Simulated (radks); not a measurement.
Results of a calculation; reference values are marked as such.
Question: The rhodium ion Rh13+ is in [Ar] 3d10 4s2 4p2. Code: a radial shooting solver on a logarithmic mesh with Libxc functionals. Model: scalar-relativistic Kohn-Sham, r2SCAN, spin-polarised, spherical densities, finite nucleus; meta-GGA in the generalised Kohn-Sham scheme; Fermi nuclear charge, rms radius of each element as measured or else 0.836 A^(1/3) + 0.57 fm. Open shells are filled with parallel spins first. One electron is removed from 4s, 3p, 4p, 3d in turn, with full relaxation. Which removal costs least, and what does each cost?

Answer: 4p 305.81 eV; 4s 335.86 eV; 3d 610.06 eV; 3p 793.64 eV. The 4p electron leaves first.
